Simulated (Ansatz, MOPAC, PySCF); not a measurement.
Molecule: CH$_{3}$Mg, charge 0, multiplicity 2. SMILES: [CH3][Mg]
Structure (B3LYP-D3(BJ)/def2-TZVP (Ansatz, a quantum-chemistry and plane-wave program) minimum search):
```
C
H 1 1.0928
H 1 1.0928 2 108.77
H 1 1.0928 2 108.77 3 -118.32
Mg 1 2.1296 2 110.16 3 120.84
```
Charge 0, spin multiplicity 2.

Unscaled harmonic wavenumbers (cm⁻¹) in rising order, each level at the stationary point that it reaches from this structure (no distance between atoms moves by over 0.3 Å); the order of modes can differ between levels, and a negative number is imaginary. B3LYP-D3(BJ)/def2-TZVP (PySCF, at the structure above): 481, 510, 510, 1086, 1441, 1441, 3009, 3093, 3093.

AM1 (MOPAC): 514, 514, 643, 1193, 1396, 1396, 3088, 3088, 3165. Zero-point energy 21.4 against 21.0 kcal/mol; where all levels lie over 400 cm⁻¹, the wavenumbers are on average 1.047 times those of B3LYP-D3(BJ)/def2-TZVP.

PM6 (MOPAC): 684, 730, 730, 1188, 1264, 1264, 2720, 2720, 2787. Zero-point energy 20.1 against 21.0 kcal/mol; where all levels lie over 400 cm⁻¹, the wavenumbers are on average 1.091 times those of B3LYP-D3(BJ)/def2-TZVP.

HF/3-21G (Ansatz): 530, 616, 616, 1317, 1638, 1638, 3136, 3204, 3204. Zero-point energy 22.7 against 21.0 kcal/mol; where all levels lie over 400 cm⁻¹, the wavenumbers are on average 1.125 times those of B3LYP-D3(BJ)/def2-TZVP.

HF/6-31G* (Ansatz): 511, 557, 557, 1275, 1599, 1599, 3154, 3223, 3223. Zero-point energy 22.4 against 21.0 kcal/mol; where all levels lie over 400 cm⁻¹, the wavenumbers are on average 1.086 times those of B3LYP-D3(BJ)/def2-TZVP.
